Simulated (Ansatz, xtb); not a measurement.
# Relative energy of two isomers of C3H9FGe

We compare I, `C[C](C)(F)[GeH3]`, a singlet, with II, `C[C@@H]([GeH3])CF`, a singlet. Both are isolated molecules in the gas phase, relaxed with PBE-D3(BJ)/def2-SVP, each in the lowest conformer that the search found.

Quicker runs give these differences E(II) − E(I): GFN2-xTB +3.40 kcal/mol; HF/STO-3G −0.75 kcal/mol (at GFN2-xTB geometries); r2SCAN-D4/def2-SVP +2.64 kcal/mol (at GFN2-xTB geometries).

Question: Which of the two would you expect CCSD(T)/def2-SVP + ΔMP2/def2-TZVPP electronic energies to favour?

Answer: Too close to call at this level: CCSD(T)/def2-SVP + ΔMP2/def2-TZVPP gives E(II) − E(I) = +0.80 kcal/mol.

The same difference at several levels:

```json
{"level": "GFN2-xTB", "geometry": "GFN2-xTB", "E(II) − E(I) (kcal/mol)": "+3.40", "departure from the last row (kcal/mol)": "+2.59", "job, with rough time for the two": "optimisation, 0.12 s"}
{"level": "HF/STO-3G", "geometry": "GFN2-xTB", "E(II) − E(I) (kcal/mol)": "−0.75", "departure from the last row (kcal/mol)": "−1.55", "job, with rough time for the two": "single point, 0.4 s"}
{"level": "r2SCAN-D4/def2-SVP", "geometry": "GFN2-xTB", "E(II) − E(I) (kcal/mol)": "+2.64", "departure from the last row (kcal/mol)": "+1.84", "job, with rough time for the two": "single point, 2.6 s"}
{"level": "PBE-D3(BJ)/def2-SVP", "geometry": "PBE-D3(BJ)/def2-SVP", "E(II) − E(I) (kcal/mol)": "+2.05", "departure from the last row (kcal/mol)": "+1.24", "job, with rough time for the two": "optimisation, 14 s"}
{"level": "HF/def2-SVP", "geometry": "PBE-D3(BJ)/def2-SVP", "E(II) − E(I) (kcal/mol)": "−0.06", "departure from the last row (kcal/mol)": "−0.86", "job, with rough time for the two": "part of the CCSD(T) run"}
{"level": "MP2/def2-SVP", "geometry": "PBE-D3(BJ)/def2-SVP", "E(II) − E(I) (kcal/mol)": "+0.65", "departure from the last row (kcal/mol)": "−0.15", "job, with rough time for the two": "part of the CCSD(T) run"}
{"level": "CCSD(T)/def2-SVP", "geometry": "PBE-D3(BJ)/def2-SVP", "E(II) − E(I) (kcal/mol)": "+1.01", "departure from the last row (kcal/mol)": "+0.21", "job, with rough time for the two": "single point"}
{"level": "CCSD(T)/def2-SVP + ΔMP2/def2-TZVPP", "geometry": "PBE-D3(BJ)/def2-SVP", "E(II) − E(I) (kcal/mol)": "+0.80", "departure from the last row (kcal/mol)": "", "job, with rough time for the two": "single point, 37 s"}
```

As drawn, both hold the same kinds of bond in the same numbers. Structure I has 2 methyl groups, II 1.

The largest departure from CCSD(T)/def2-SVP + ΔMP2/def2-TZVPP is that of GFN2-xTB, 2.59 kcal/mol. The last row adds to CCSD(T) the change of the MP2 difference between the two basis sets, here −0.21 kcal/mol.

With thermal terms from frequencies at re-optimised GFN2-xTB minima (ideal gas, soft modes damped towards free rotors, one conformer each, 298.15 K, 1 atm): the zero-point term adds +0.74 kcal/mol; ΔH is +1.32 and ΔG +1.46 kcal/mol.

The correlated steps freeze 13 core orbitals; the filled d shell of Ge is correlated, in a basis made for valence electrons. Mirror images aren't counted in ΔG. Run with Ansatz 0.2.0, xtb 6.7.1; the last row on 2 threads of Intel(R) Xeon(R) 6975P-C (Granite Rapids) on a shared host.
